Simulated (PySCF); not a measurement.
Isomers of C3H11GeNSi. Method used: PySCF, PBE0-D3(BJ)/def2-SVP geometry optimisation, gas phase. One conformer each; no zero-point energy, no entropy. No frequencies were run at this level. Point groups hold within 0.08 Å.

Question: Order them by energy at this level, lowest first, and give relative energies in kcal/mol.
A. `[SiH3:1][NH:2][GeH2:3][CH:4]1[CH2:5][CH2:6]1` with Si1–N2–Ge3–C4 61°, N2–Ge3–C4–C5 -149°
B. `[SiH3:1][N:2]([GeH3:3])[CH:4]1[CH2:5][CH2:6]1` with Si1–N2–C4–C5 -131°
C. `[CH2:1]=[CH:2][CH2:3][N:4]([SiH3:5])[GeH3:6]` with C1–C2–C3–N4 120°, C2–C3–N4–Si5 -70°
D. `[CH2:1]=[CH:2][CH2:3][GeH2:4][NH:5][SiH3:6]` with C1–C2–C3–Ge4 99°, C2–C3–Ge4–N5 -54°, C3–Ge4–N5–Si6 -150°
E. `[GeH3:1][NH:2][SiH2:3][CH:4]1[CH2:5][CH2:6]1` with Ge1–N2–Si3–C4 -33°, N2–Si3–C4–C5 152°

Answer: E (0.0), D (1.1), A (3.9), B (13.5), C (15.4).

As drawn, the lowest has a three-membered ring, an N–H bond and an Si–C bond, which the highest lacks; the highest has a C=C bond outside aromatic rings, which the lowest lacks. Neighbours under 2.5 kcal/mol apart ([GeH3][NH][SiH2]C1CC1 and C=C[CH2][GeH2][NH][SiH3]; [SiH3][N]([GeH3])C1CC1 and C=CC[N]([SiH3])[GeH3]) can change places with a better method, another conformer or zero-point energy.

```json
{"SMILES": "[GeH3][NH][SiH2]C1CC1", "E (Eh)": "-2541.12274", "E rel (kcal/mol)": "0.0", "dipole (D)": "0.49", "point group": "C1", "A, B, C (MHz)": "3327, 969.7, 790.6"}
{"SMILES": "C=C[CH2][GeH2][NH][SiH3]", "E (Eh)": "-2541.12094", "E rel (kcal/mol)": "1.1", "dipole (D)": "1.42", "point group": "C1", "A, B, C (MHz)": "2644, 1104, 823.8"}
{"SMILES": "[SiH3][NH][GeH2][CH]1CC1", "E (Eh)": "-2541.11646", "E rel (kcal/mol)": "3.9", "dipole (D)": "1.26", "point group": "C1", "A, B, C (MHz)": "2859, 1205, 908.5"}
{"SMILES": "[SiH3][N]([GeH3])C1CC1", "E (Eh)": "-2541.10116", "E rel (kcal/mol)": "13.5", "dipole (D)": "0.84", "point group": "C1", "A, B, C (MHz)": "2240, 1407, 914.9"}
{"SMILES": "C=CC[N]([SiH3])[GeH3]", "E (Eh)": "-2541.09822", "E rel (kcal/mol)": "15.4", "dipole (D)": "0.78", "point group": "C1", "A, B, C (MHz)": "2581, 1068, 815.8"}
```

Q: As an exercise, what shares would exp(−E/RT) give at 1000 K from these electronic energies alone (no entropy, no degeneracies)?

A: RT = 1.987 kcal/mol: [GeH3][NH][SiH2]C1CC1 58.6 %, C=C[CH2][GeH2][NH][SiH3] 33.2 %, [SiH3][NH][GeH2][CH]1CC1 8.1 %, [SiH3][N]([GeH3])C1CC1 0.1 %, C=CC[N]([SiH3])[GeH3] under 0.1 %.
